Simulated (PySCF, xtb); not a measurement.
SeHBr, SMILES [SeH]Br. Atoms are numbered in the order given.

```xyz
3

Se     0.0444     1.1712     0.0000
H     -1.4230     1.3117     0.0000
Br    -0.0024    -1.1752     0.0000
```

Coordinates come from a B3LYP-D3(BJ)/def2-TZVP optimisation.

Method: PySCF with IEF-PCM-B3LYP/def2-SVP.

The values are the electrostatic part of the solvation free energy, E(continuum) − E(gas) at the gas-phase geometry, in a cavity of scaled van der Waals radii (PySCF's table); cavitation and dispersion terms are not included. In vacuum the orbital gap is 3.79 eV. The dipole moment in vacuum is 1.27 D.

| solvent | ε | ΔG(elec) (kcal/mol) | dipole (D) | gap (eV) |
|---|---|---|---|---|
| water | 78.36 | -2.6 | 1.81 | 3.90 |
| methanol | 32.61 | -2.5 | 1.79 | 3.89 |
| benzene | 2.27 | -1.1 | 1.50 | 3.84 |

For comparison, GFN2-xTB/ALPB(water) (xtb, at the GFN2-xTB geometry, all terms of that model) gives -0.1 kcal/mol.
